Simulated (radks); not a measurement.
Values are calculated unless marked as measured or tabulated.
Coulomb parameter of the 4f shell of the neodymium ion Nd2+ in the model configuration [Xe] 4f3 6s1, as a second difference U = [E(n + 0.5) + E(n - 0.5) - 2 E(n)] / (0.5)^2 with all orbitals relaxed. "Bare": the charge of the atom changes with n. "Screened": the 6s shell takes up the change at fixed total charge, which measures U(4f,4f) + U(6s,6s) - 2 U(4f,6s). Code: a radial shooting solver on a logarithmic mesh with Libxc functionals. Model: Dirac Kohn-Sham, PBE, spin-unpolarised, spherical densities, finite nucleus; open shells are shared between the two j in proportion to 2j + 1; Fermi nuclear charge, rms radius 4.9123 fm.

| case | configuration | E - E(n) (eV) |
|---|---|---|
| start | [Xe] 4f3 6s1 | 0.000 |
| bare +0.5 | [Xe] 4f3.5 6s1 | -9.286 |
| bare -0.5 | [Xe] 4f2.5 6s1 | 13.446 |
| screened +0.5 | [Xe] 4f3.5 6s0.5 | -2.791 |
| screened -0.5 | [Xe] 4f2.5 6s1.5 | 4.538 |

U(bare) = 16.641 eV, U(screened by 6s) = 6.988 eV.
